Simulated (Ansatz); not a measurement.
This geometry of B$_{2}$FH$_{3}$OSi (8 atoms, charge 0, multiplicity 1) is a first-order saddle point.

Theory: RKS PBE/def2-SVP in Ansatz.

```xyz
8
Properties=species:S:1:pos:R:3
B 0.888 0.166 0.753
B 0.073 1.089 -0.158
O -1.043 1.012 -0.967
Si -0.644 -0.629 -0.397
F -0.272 -1.632 -1.621
H 1.768 -0.300 1.418
H 1.059 1.521 0.555
H -1.737 -1.284 0.361
```

Task: Which two structures does it join? (They come from a converged band through this point; their orientation in space is the band's.)

Result: No bond is made or broken. The dihedral H7–B1–B2–Si4 goes from 106 to -106°. The two ends are copies of one structure, up to a mirror image or an exchange of like atoms.

First end point:

```xyz
8
Properties=species:S:1:pos:R:3
B 0.864 0.458 0.723
B -0.457 1.248 0.120
O -1.453 0.853 -0.591
Si -0.326 -0.726 -0.441
F 0.071 -1.044 -1.990
H 0.792 0.182 1.910
H 1.952 0.699 0.232
H -1.351 -1.727 -0.019
```

Last end point:

```xyz
8
Properties=species:S:1:pos:R:3
B 0.864 0.458 0.723
B -0.455 1.249 0.116
O -1.452 0.855 -0.594
Si -0.327 -0.726 -0.441
F 0.073 -1.047 -1.989
H 1.956 0.693 0.237
H 0.785 0.186 1.910
H -1.352 -1.726 -0.018
```

Task: How far does it lie above each of them?

Result: 1.93 eV above the first and 1.93 eV above the second. This is the barrier of this one path; another mechanism may lie lower.

Run time: 4.8 min on 1 thread of Arm Neoverse V2, on a shared host, peak memory 0.1 GiB.
